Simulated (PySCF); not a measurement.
Structure with atom numbers: `[N:1]#[C:2][c:3]1[cH:4][cH:5][s:6][cH:7]1`. Each H is labelled by its parent atom.

Geometry: PBE0-D3(BJ)/def2-TZVP; GIAO absolute shieldings from PySCF 2.14.0 with density-fitted response routines, gas phase, non-relativistic, averaged over equivalent atoms.

At PBE0/pcSseg-2 (301 basis functions, 21 s wall time on 1 thread of an AMD EPYC 9R45, shared host):
| atoms | σ (ppm) |
| --- | --- |
| N1 | -50.2 |
| C7 | 39.8 |
| C4 | 46.1 |
| C5 | 49.3 |
| C2 | 62.9 |
| C3 | 64.3 |
| S6 | 250.7 |
| H(C7) | 23.56 |
| H(C4) | 23.91 |
| H(C5) | 24.07 |

Question: What do these become at KT3/pcSseg-2?

Answer: 
```tsv
atoms	σ at KT3/pcSseg-2	change
N1	-27.2	+23.0
C7	51.6	+11.8
C4	54.7	+8.6
C5	59.5	+10.2
C2	70.7	+7.8
C3	71.9	+7.6
S6	289.6	+38.9
H(C7)	23.94	+0.38
H(C4)	24.17	+0.26
H(C5)	24.41	+0.34
```

The largest change is at S6 (aromatic ring sulfur). Cost: 301 basis functions, 32 s wall time on 1 thread of an AMD EPYC 9R45, shared host. The order of the carbon signals is the same at both levels.
